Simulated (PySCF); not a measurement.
```xyz
3
charge 0 multiplicity 1, angstrom
Ir    0.0000    0.0000   -0.0352
O     0.0000    0.0000   -1.6720
F     0.0000    0.0000    1.7643
```

Level of theory: PBE0/[Ir def2-TZVP with ECP60, O def2-TZVP, F def2-TZVP], scalar-relativistic core potentials, density fitting, no spin–orbit coupling, PySCF.

This geometry of IrOF is a stationary point at this level.

**Question.** What is the point group?

**Answer.** C∞v.

**Question.** Is it a minimum?

**Answer.** Yes: all harmonic wavenumbers are real.

**Question.** List the harmonic modes with their infrared intensities.

**Answer.** 
| symmetry | ω (cm⁻¹) | IR (km/mol, summed over degenerate members) |
| --- | --- | --- |
| π | 98 | 1.7 |
| σ+ | 750 | 104 |
| σ+ | 1139 | 83.9 |

**Question.** Give the atomic charges and bond orders.

**Answer.** 
```tsv
atom	Mulliken	Löwdin	polar tensor	Mayer order to Ir1
Ir1	0.68	0.45	0.90	–
O2	-0.31	-0.20	-0.40	2.39
F3	-0.37	-0.25	-0.50	0.98
```

**Question.** Give the ideal-gas entropy at 298.15 K and 1 bar by parts.

**Answer.** translation 176.6, rotation 67.8, vibration 30.5, spin 0.0; total 274.8 J/(mol K).

In C∞v the vibrations span π + 2σ+.

This need not be the most stable arrangement of these atoms. No spin–orbit coupling is included, which matters more the heavier the element.
